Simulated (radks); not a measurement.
The hafnium ion Hf2+ inside a hard spherical wall (all orbitals vanish at R), configuration held at [Xe] 4f14 5d2 and not refilled when levels cross. Calculated with a radial shooting solver on a logarithmic mesh with Libxc functionals: scalar-relativistic Kohn-Sham, r2SCAN, spin-unpolarised, spherical densities, finite nucleus; meta-GGA in the generalised Kohn-Sham scheme; Fermi nuclear charge, rms radius 5.347 fm. Eigenvalues in eV, with the zero of energy where the potential of the charges vanishes at infinity; a dash marks a level that is unbound or too diffuse for the functional's potential to be trusted. A positive occupied level is held by the wall or, in an anion where self-interaction has pushed it up, behind a barrier. The pressure on the wall is -dE/dV.

| R (bohr) | E (hartree) | kinetic (hartree) | e(5s) | e(5p) | e(4f) | e(6s, empty) | e(5d) | e(6p, empty) | pressure (GPa) |
|---|---|---|---|---|---|---|---|---|---|
| free | -15076.9454 | 16515.252 | -83.733 | -51.686 | -32.032 | -16.844 | -16.405 | -11.428 | 0 |
| 20 | -15076.9454 | 16515.252 | -83.733 | -51.686 | -32.032 | -16.844 | -16.405 | -11.428 | < 0.0001 |
| 15 | -15076.9454 | 16515.252 | -83.733 | -51.686 | -32.032 | -16.844 | -16.405 | -11.428 | < 0.0001 |
| 12 | -15076.9454 | 16515.252 | -83.733 | -51.686 | -32.032 | -16.844 | -16.405 | -11.427 | < 0.0001 |
| 10 | -15076.9454 | 16515.252 | -83.732 | -51.686 | -32.032 | -16.843 | -16.405 | -11.420 | 0.000146 |
| 5 | -15076.9261 | 16515.380 | -83.089 | -51.086 | -31.374 | -15.249 | -15.696 | -7.751 | 2.85 |
| 4 | -15076.8498 | 16515.775 | -81.811 | -49.901 | -30.012 | -10.670 | -13.882 | -0.019 | 23.2 |
| 3 | -15076.3369 | 16518.477 | -77.513 | -45.577 | -24.989 | 8.899 | -6.447 | 27.598 | 333 |
| 2.5 | -15075.0412 | 16525.076 | -70.783 | -37.950 | -16.864 | 40.415 | 5.711 | 66.989 | 1740 |
| 2 | -15069.8477 | 16548.490 | -51.860 | -15.070 | 3.967 | 122.80 | 38.638 | 162.12 | 11600 |
